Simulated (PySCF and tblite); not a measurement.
Results of a calculation; reference values are marked as such.
C5H9FO, numbered as in [F:1][C@H:2]1[CH2:3][CH2:4][CH2:5][CH2:6][O:7]1.

Level: PBE0-D3(BJ)/def2-TZVP//PBE0-D3(BJ)/def2-SVP, thermal terms from GFN2-xTB, symmetry numbers and mirror pairs counted. Conformers within 4 kcal/mol (GFN2-xTB free energy) were kept, 5 at most. GIAO shieldings: PBE0/pcSseg-1. Shifts are against TMS (¹H), TMS (¹³C), CFCl3 (¹⁹F) at the same level; of two unlike H on one atom, a is the less shielded. (PySCF 2.14, tblite 0.8.)

(1) Predict the averaged NMR shifts at 298.15 K.

(2) How do the conformers differ?

(3) Which signal moves most, for its nucleus, between 180 and 400 K through the change of populations alone?

Unscaled ¹⁹F shifts at such levels can be off by tens of ppm; differences between conformers or isomers are more reliable. Shifts are unscaled: against experiment ¹³C can be off by 15 ppm or more and ¹H by 0.8 ppm.

Answers

(1) ¹H: 5.42 (H2, 1H), 3.98 (H6a, 1H), 3.56 (H6b, 1H), 1.83 (H4a, 1H), 1.58 (H3a, 1H), 1.58 (H5a, 1H), 1.42 (H4b, 1H), 1.39 (H3b, 1H), 1.23 (H5b, 1H) ppm. ¹³C: 107.2 (C2), 61.6 (C6), 31.9 (C3), 27.0 (C5), 19.4 (C4) ppm. ¹⁹F: -159.7 (F1) ppm.

(2) The 6-ring runs over atoms 2–3–4–5–6–7.
| conformer | shape | weight % |
| --- | --- | --- |
| 1 | 6-ring chair (F1 axial) | 97.0 |
| 2 | 6-ring chair (all substituents equatorial) | 2.7 |
| 3 | 6-ring twist-boat (ring torsions -61, 29, 32, -69, 35, 29°) | 0.2 |
| 4 | 6-ring twist-boat (ring torsions 26, 29, -60, 29, 31, -61°) | 0.1 |
| 5 | 6-ring twist-boat (ring torsions -30, 62, -35, -26, 61, -29°) | 0.1 |

| signal | 1 | 2 | 3 | 4 | 5 | average |
| --- | --- | --- | --- | --- | --- | --- |
| H2 | 5.43 | 4.91 | 5.48 | 5.48 | 5.51 | 5.42 |
| H3a | 1.59 | 1.35 | 1.43 | 1.74 | 1.69 | 1.58 |
| H3b | 1.38 | 1.58 | 1.74 | 1.40 | 1.77 | 1.39 |
| H4a | 1.84 | 1.69 | 1.44 | 1.75 | 1.57 | 1.83 |
| H4b | 1.42 | 1.27 | 1.23 | 1.44 | 1.34 | 1.42 |
| H5a | 1.59 | 1.05 | 1.77 | 1.24 | 1.25 | 1.58 |
| H5b | 1.22 | 1.41 | 1.25 | 2.14 | 1.93 | 1.23 |
| H6a | 3.98 | 4.01 | 3.68 | 3.83 | 4.04 | 3.98 |
| H6b | 3.57 | 3.33 | 3.63 | 3.55 | 3.77 | 3.56 |
| C2 | 107.1 | 111.1 | 108.7 | 107.7 | 107.5 | 107.2 |
| C3 | 31.9 | 33.4 | 28.9 | 26.7 | 32.4 | 31.9 |
| C4 | 19.2 | 23.8 | 16.4 | 16.1 | 18.1 | 19.4 |
| C5 | 27.0 | 26.7 | 23.5 | 23.1 | 22.4 | 27.0 |
| C6 | 61.5 | 67.2 | 57.4 | 63.1 | 63.6 | 61.6 |
| F1 | -160.1 | -146.3 | -142.1 | -125.0 | -124.0 | -159.7 |

(3) H5a: 1.59 ppm at 180 K, 1.59 ppm at 230 K, 1.58 ppm at 298.15 K, 1.57 ppm at 330 K, 1.56 ppm at 400 K.
